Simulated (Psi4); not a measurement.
acetic acid (C2H4O2), singlet, geometry from GFN2-xTB; CISD/6-31G run with Psi4.

Input for Psi4:
```
memory 2 GB

molecule {
0 1
  C    -0.00315599    0.15499744    0.00211695
  O     0.17039265    1.34242476    0.01690963
  O    -1.22753391   -0.39207402    0.00355055
  H    -1.90744240    0.29943580    0.01779441
  C     1.07040744   -0.89412184   -0.01979608
  H     2.04770176   -0.42261924   -0.02046975
  H     0.96302272   -1.53432562    0.85236222
  H     0.95033928   -1.51055050   -0.90729357
}

set basis 6-31g

energy('cisd')
print_variables()
```

It wrote (shortened):

```
   => Loading Basis Set <=

    Name: 6-31G
    Role: ORBITAL
    Keyword: BASIS

         ---------------------------------------------------------
                                   SCF
               by Justin Turney, Rob Parrish, Andy Simmonett
                          and Daniel G. A. Smith
                              RHF Reference
         ---------------------------------------------------------

  ==> Geometry <==

    Molecular point group: c1
    Full point group: C1

    Geometry (in Angstrom), charge = 0, multiplicity = 1:

       Center              X                  Y                   Z               Mass
    ------------   -----------------  -----------------  -----------------  -----------------
         C            0.030701683166     0.102708580230     0.001166421268    12.000000000000
         O            0.204250323166     1.290135900230     0.015959101268    15.994914619570
         O           -1.193676236834    -0.444362879770     0.002600021268    15.994914619570
         H           -1.873584726834     0.247146940230     0.016843881268     1.007825032230
         C            1.104265113166    -0.946410699770    -0.020746608732    12.000000000000
         H            2.081559433166    -0.474908099770    -0.021420278732     1.007825032230
         H            0.996880393166    -1.586614479770     0.851411691268     1.007825032230
         H            0.984196953166    -1.562839359770    -0.908244098732     1.007825032230

  Running in c1 symmetry.

  Rotational constants: A =      0.38314  B =      0.31769  C =      0.17945 [cm^-1]
  Rotational constants: A =  11486.37091  B =   9524.24530  C =   5379.85429 [MHz]
  Nuclear repulsion =  121.652885996829781

  Charge       = 0
  Multiplicity = 1
  Electrons    = 32
  Nalpha       = 16
  Nbeta        = 16

  ==> Algorithm <==

  SCF Algorithm Type is PK.
  DIIS enabled.
  MOM disabled.
  Fractional occupation disabled.
  Guess Type is SAD.
  Energy threshold   = 1.00e-08
  Density threshold  = 1.00e-08
  Integral threshold = 1.00e-12

  ==> Primary Basis <==

  Basis Set: 6-31G
    Blend: 6-31G
    Number of shells: 28
    Number of basis functions: 44
    Number of Cartesian functions: 44
    Spherical Harmonics?: false
    Max angular momentum: 1

  ==> Integral Setup <==

  Using in-core PK algorithm.
   Calculation information:
      Number of atoms:                   8
      Number of AO shells:              28
      Number of primitives:             72
      Number of atomic orbitals:        44
      Number of basis functions:        44

      Integral cutoff                 1.00e-12
      Number of threads:                 1

  Performing in-core PK
  Using 981090 doubles for integral storage.
  We computed 80655 shell quartets total.
  Whereas there are 82621 unique shell quartets.

  ==> DiskJK: Disk-Based J/K Matrices <==

    J tasked:                  Yes
    K tasked:                  Yes
    wK tasked:                  No
    Schwarz Cutoff:          1E-12

  Minimum eigenvalue in the overlap matrix is 7.5236074123E-03.
  Reciprocal condition number of the overlap matrix is 1.5982363399E-03.
    Using symmetric orthogonalization.

  ==> Pre-Iterations <==

  SCF Guess: Superposition of Atomic Densities via on-the-fly atomic UHF (no occupation information).

   -------------------------
    Irrep   Nso     Nmo
   -------------------------
     A         44      44
   -------------------------
    Total      44      44
   -------------------------

  ==> Iterations <==

                        Total Energy        Delta E     RMS |[F,P]|

   @RHF iter SAD:  -226.97817241176540   -2.26978e+02   0.00000e+00
   @RHF iter   1:  -227.55261599037004   -5.74444e-01   1.24440e-02 DIIS/ADIIS
   @RHF iter   2:  -227.64989629703032   -9.72803e-02   8.27579e-03 DIIS/ADIIS
   @RHF iter   3:  -227.69745713255668   -4.75608e-02   1.38403e-03 DIIS/ADIIS
   @RHF iter   4:  -227.69950117900277   -2.04405e-03   5.62597e-04 DIIS/ADIIS
   @RHF iter   5:  -227.69987711033787   -3.75931e-04   1.34575e-04 DIIS/ADIIS
   @RHF iter   6:  -227.69992321611852   -4.61058e-05   6.65854e-05 DIIS
   @RHF iter   7:  -227.69993431633614   -1.11002e-05   2.13427e-05 DIIS
   @RHF iter   8:  -227.69993567819174   -1.36186e-06   4.43467e-06 DIIS
   @RHF iter   9:  -227.69993572800217   -4.98104e-08   8.85825e-07 DIIS
   @RHF iter  10:  -227.69993572948914   -1.48697e-09   2.54220e-07 DIIS
   @RHF iter  11:  -227.69993572961923   -1.30086e-10   4.71172e-08 DIIS
   @RHF iter  12:  -227.69993572962517   -5.94014e-12   1.00743e-08 DIIS
   @RHF iter  13:  -227.69993572962537   -1.98952e-13   1.91657e-09 DIIS
  Energy and wave function converged.

  ==> Post-Iterations <==

    Orbital Energies [Eh]
    ---------------------

    Doubly Occupied:

[...]
      16A     -0.455449

    Virtual:

[...]
      44A      2.147109

    Final Occupation by Irrep:
              A
    DOCC [    16 ]
    NA   [    16 ]
    NB   [    16 ]

  @RHF Final Energy:  -227.69993572962537

   => Energetics <=

    Nuclear Repulsion Energy =            121.6528859968297809
    One-Electron Energy =                -552.0685087301277463
    Two-Electron Energy =                 202.7156870036725707
    Total Energy =                       -227.6999357296253663

Computation Completed

Properties will be evaluated at   0.000000,   0.000000,   0.000000 [a0]

Properties computed using the SCF density matrix

 Multipole Moments:

 ------------------------------------------------------------------------------------
     Multipole            Electronic (a.u.)      Nuclear  (a.u.)        Total (a.u.)
 ------------------------------------------------------------------------------------

 L = 1.  Multiply by 2.5417464519 to convert [e a0] to [Debye]
 Dipole X            :         -2.1683523            2.0474153           -0.1209370
 Dipole Y            :          2.4523914           -3.1619721           -0.7095806
 Dipole Z            :          0.0487641           -0.0574797           -0.0087156
 Magnitude           :                                                    0.7198655

 ------------------------------------------------------------------------------------

 MINTS: Wrapper to libmints.
   by Justin Turney

   Calculation information:
      Number of threads:                 1
      Number of atoms:                   8
      Number of AO shells:              28
      Number of SO shells:              28
      Number of primitives:             72
      Number of atomic orbitals:        44
      Number of basis functions:        44

      Number of irreps:                  1
      Integral cutoff                 1.00e-12
      Number of functions per irrep: [  44 ]

 OEINTS: Overlap, kinetic, potential, dipole, and quadrupole integrals
         stored in file 35.

      Computed 480768 non-zero two-electron integrals.
        Stored in file 33.

        ==> Transform all two-electron integrals <==

	Presorting SO-basis two-electron integrals.
	Sorting File: SO Ints (nn|nn) nbuckets = 1
	Constructing frozen core operators
	Starting first half-transformation.
	Sorting half-transformed integrals.
	First half integral transformation complete.
	Starting second half-transformation.
	Two-electron integral transformation complete.

        **********************************************************
        *                                                        *
        *                   CCSD Integral Sort                   *
        *                                                        *
        **********************************************************

        CC integral sort will use                      8.04 mb

        Number of (ab|cd) temporary files:                2
        Number of (ab|ci) temporary files:                3
        Starting temporary file number:                 270

        *******************************************************
        *                                                     *
        *                        CISD                         *
        *      Singles Doubles Configuration Interaction      *
        *                                                     *
        *                   Eugene DePrince                   *
        *                                                     *
        *******************************************************

  ==> Input parameters <==

        Freeze core orbitals?                  no
        Use frozen natural orbitals?           no
        r_convergence:                  1.000e-07
        e_convergence:                  1.000e-06
        Number of DIIS vectors:                 8
        Number of frozen core orbitals:         0
        Number of active occupied orbitals:    16
        Number of active virtual orbitals:     28
        Number of frozen virtual orbitals:      0

  ==> Memory <==

        minimum memory requirements for QCISD =         4.62 mb
        (T) algorithm:                                  4.10 mb (low-memory)
        memory requirements for QCISD(T) =              4.10 mb

  ==> Define tiling <==

        v(ab,cd) diagrams will be evaluated in   1 blocks.
        v(ab,ci) diagrams will be evaluated in   1 blocks over ov2.
        v(ab,ci) diagrams will be evaluated in   1 blocks over ov.

  Allocate cpu memory (     7.30 mb).....done.
  Initialize cpu memory..................done.

  Begin CISD iterations

   Iter  DIIS          Energy       d(Energy)          |d(T)|     time
      0   0 1   -0.4284387602   -0.4830327749    0.3313328295        0
      1   1 1   -0.3732207612    0.0552179990    0.0699883408        0
      2   2 1   -0.3914465711   -0.0182258100    0.0205476427        0
      3   3 1   -0.3926207643   -0.0011741932    0.0056610550        0
      4   4 1   -0.3927855330   -0.0001647687    0.0015689166        0
      5   5 1   -0.3927968627   -0.0000113296    0.0003426955        0
      6   6 1   -0.3927973141   -0.0000004515    0.0001044855        0
      7   7 1   -0.3927973575   -0.0000000433    0.0000237730        0
      8   8 1   -0.3927973599   -0.0000000024    0.0000071540        0
      9   8 2   -0.3927973601   -0.0000000002    0.0000016533        1
     10   8 3   -0.3927973601   -0.0000000000    0.0000005008        0
     11   8 4   -0.3927973601   -0.0000000000    0.0000001449        0
     12   8 5   -0.3927973601   -0.0000000000    0.0000000414        0

  CISD iterations converged!

  CISD variational energy:      -0.392797360095
  CISD transition energy:       -0.392797357779

        OS SCS-MP2 correlation energy:          -0.385131514260
        SS SCS-MP2 correlation energy:          -0.035831943870
        SCS-MP2 correlation energy:             -0.420963458130
      * SCS-MP2 total energy:                 -228.120899187755

        OS MP2 correlation energy:              -0.320942928550
        SS MP2 correlation energy:              -0.107495831609
        MP2 correlation energy:                 -0.428438760159
      * MP2 total energy:                     -228.128374489784

        OS CISD correlation energy:             -0.312528789894
        SS CISD correlation energy:             -0.080268567886
        CISD correlation energy:                -0.392797360095
      * CISD total energy:                    -228.092733089721

  Total time for CISD iterations:       0.37 s (user)
                                        0.20 s (system)
                                           1 s (total)

  Time per iteration:                   0.03 s (user)
                                        0.02 s (system)
                                        0.08 s (total)

  Variable Map:
  ----------------------------------------------------------------------------
[...]
  Array Variable Map:
  ----------------------------------------------------------------------------
[...]
[...]
```
